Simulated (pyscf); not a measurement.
PySCF, gas phase, ωB97X-D3(BJ)/def2-SVP geometries.

Estimate by transition-state theory (the high-pressure limit) the rate constant of H₂N–Sn(NH₂)(NH₂)–NH₂ + GeH₂ [singlet] -> H₂N–Sn(NH₂)(NH₂)–NH–GeH₃ (singlet surface; H–N broken, Ge–N, Ge–H formed) at 1200 K, with ωB97M-D3(BJ)/def2-TZVP energies (ideal gas, 1 atm, RRHO with modes under 100 cm⁻¹ raised to 100, one conformer, R ln 2 for chiral ones without a mode under 150 cm⁻¹; no tunnelling).

The electronic barrier is 20.0 kcal/mol and the thermal terms add +44.3, so ΔG‡ = 64.3 kcal/mol. With k_BT/h = 2.50e+13 s⁻¹ and RT = 2.385 kcal/mol, and a volume of 1.64e-19 cm³ per molecule at 1 atm, k = 8.0e-18 cm³ molecule⁻¹ s⁻¹. The product is born with the 59 kcal/mol of the reverse barrier and needs collisions to keep. Wigner's tunnelling factor for 1631i cm⁻¹ would be 1.16. A shift of 1 kcal/mol in the barrier changes k by a factor 1.5. On the reactant side the descent ends in an adduct with a Ge–N contact (not fully relaxed), 36.3 kcal/mol under the separated species and 52.1 kcal/mol under the saddle at ωB97X-D3(BJ)/def2-TZVP. What is counted as formed (Ge–N) is already present as a longer contact in the reactant adduct; forming that adduct is a step of its own. At ωB97X-D3(BJ)/def2-TZVP the barrier from the zero used here is 15.8 kcal/mol. This is the saddle that the search found; another between the same sides may lie lower. Elements up to Kr have no core potential and no relativistic terms here. Elements past Kr carry the def2 core potentials, without spin-orbit coupling.
